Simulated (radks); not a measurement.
Question: Coherent X-ray form factor from a spherical all-electron density. Calculated with a radial shooting solver on a logarithmic mesh with Libxc functionals: scalar-relativistic Kohn-Sham, PBE, spin-polarised, spherical densities, point nucleus.

sin(theta)/lambda (1/angstrom)  f0 (electrons)
0.05                                    34.435
0.1                                     32.906
0.15                                    30.807
0.2                                     28.552
0.25                                    26.416
0.3                                     24.516
0.4                                     21.394
0.5                                     18.836
0.6                                     16.554
0.8                                     12.632
1                                        9.761
1.25                                     7.574
1.5                                      6.383
2                                        5.059

The species is in the configuration that NIST lists as its ground one. Which atom or ion scatters so?

Answer: The krypton ion Kr+, [Ar] 3d10 4s2 4p5. Extrapolating in s^2 from the first two rows gives f0(0) = 34.9, near the electron count 35; among species with that count, the fall with angle is slower the higher Z, and the table is that of Z = 36; from so few rows the species is fixed only to a neighbour or two.
